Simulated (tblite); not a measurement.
Compound: CH₆NSi₄ (doublet state).
Geometry (GFN2-xTB, Å), atoms numbered from 1 in this order:
```xyz
12
CH6NSi4 angstrom
N      0.6233   -3.1457    1.4730
C      0.4770   -2.3540    0.6541
Si     0.2234   -0.9981   -0.5892
Si    -1.7742    0.1672   -0.1310
Si    -0.4150    1.9085    0.6367
Si     1.5633    0.8652   -0.0489
H      0.4097   -1.7358   -1.8466
H     -2.6447    0.3087   -1.3120
H     -2.6733   -0.4053    0.8796
H     -0.7150    3.3401    0.4462
H      2.5716    0.6998    1.0064
H      2.3550    1.3486   -1.1941
```

All values are computed: GFN2-xTB (tblite) harmonic vibrations without scaling, gas phase. This tight-binding method is rough: wavenumbers can miss measured ones by several per cent, in bad cases by 10 to 20. Modes of hydrogen on silicon can be 10 to 20 % off. One conformer, not necessarily the lowest. Open shells enter through the occupations alone, without spin polarisation, and single modes of such species can be off by tens of per cent.

Harmonic wavenumbers (cm⁻¹): 48.5, 71.9, 108.9, 215.9, 237.5, 278.4, 291.9, 311.6, 350.4, 365.2, 365.7, 383.0, 398.8, 414.5, 434.6, 437.9, 533.6, 541.4, 603.6, 632.1, 663.6, 837.6, 850.6, 2104.3, 2120.5, 2124.3, 2168.0, 2176.8, 2183.2, 2313.9.

A = 2026, B = 1144, C = 882.0 MHz; mass 143.958 u (most abundant isotopes); point group Cs, symmetry number 1; spin multiplicity 2.

Task: Zero-point energy?

Result: ½Σν̃ = 12284 cm⁻¹ = 35.12 kcal/mol.

Task: Entropy at 400 K, 1 bar (ideal gas, RRHO, classical rotation)?

Result: Translation 42.29, rotation 30.32, vibration 41.47, spin (R ln 2) 1.38: S = 115.5 cal/(mol K).

Task: And Cp and H(400 K) − H(0)?

Result: Cp = 45.71 cal/(mol K), of which vibrations give 37.76 (their classical limit is 30 R = 59.6); H(400 K) − H(0) = 11.92 kcal/mol without the zero-point energy, 8.74 from vibrations.

Task: How do the functions run with temperature in this model?

Result: 
```json
{"T (K)": "50", "S (cal/(mol K))": "60.2", "Cp (cal/(mol K))": "12.4", "H − H(0) (kcal/mol)": "0.49", "G − H(0) (kcal/mol)": "-2.52", "ln q(vib)": "0.47"}
{"T (K)": "100", "S (cal/(mol K))": "70.6", "Cp (cal/(mol K))": "18.7", "H − H(0) (kcal/mol)": "1.25", "G − H(0) (kcal/mol)": "-5.80", "ln q(vib)": "1.52"}
{"T (K)": "298.15", "S (cal/(mol K))": "102.7", "Cp (cal/(mol K))": "40.8", "H − H(0) (kcal/mol)": "7.49", "G − H(0) (kcal/mol)": "-23.13", "ln q(vib)": "6.99"}
{"T (K)": "373.15", "S (cal/(mol K))": "112.3", "Cp (cal/(mol K))": "44.6", "H − H(0) (kcal/mol)": "10.70", "G − H(0) (kcal/mol)": "-31.21", "ln q(vib)": "9.13"}
{"T (K)": "500", "S (cal/(mol K))": "126.0", "Cp (cal/(mol K))": "49.0", "H − H(0) (kcal/mol)": "16.66", "G − H(0) (kcal/mol)": "-46.35", "ln q(vib)": "12.53"}
{"T (K)": "750", "S (cal/(mol K))": "147.1", "Cp (cal/(mol K))": "54.8", "H − H(0) (kcal/mol)": "29.69", "G − H(0) (kcal/mol)": "-80.62", "ln q(vib)": "18.35"}
{"T (K)": "1000", "S (cal/(mol K))": "163.4", "Cp (cal/(mol K))": "58.6", "H − H(0) (kcal/mol)": "43.89", "G − H(0) (kcal/mol)": "-119.50", "ln q(vib)": "23.24"}
```

q(vib) and H(0) count from the zero-point level.

Task: Which modes carry the vibrational entropy at 400 K?

Result: 48.5 cm⁻¹: 5.46; 71.9 cm⁻¹: 4.68; 108.9 cm⁻¹: 3.86; 215.9 cm⁻¹: 2.54; 237.5 cm⁻¹: 2.36; 278.4 cm⁻¹: 2.07 cal/(mol K); the other 24 give 20.50 together.

Task: What must be added to the electronic energy to get the Gibbs energy at 400 K and 1 bar?

Result: ZPE + [H(400 K) − H(0)] − T·S = 35.12 + 11.92 − 46.18 = 0.86 kcal/mol.

Task: Blend soft modes into free rotors: weight 1/[1 + (100 cm⁻¹/ν̃)⁴] for the oscillator and the rest for a rotor with moment μB/(μ + B), μ = h/(8π²ν), B = 10⁻⁴⁴ kg m². What vibrational entropy results?

Result: 38.68 cal/(mol K) in place of 41.47, which changes −T·S at 400 K by +1.11 kcal/mol.

Hindered rotation and anharmonicity are outside this model. Other conformers, if any are populated, would add a mixing term that is left out.

Time: 0.41 s. Hardware: one thread, Arm Neoverse V2 (aarch64), no GPU, on a shared host. This covers the Hessian and the dipole derivatives.
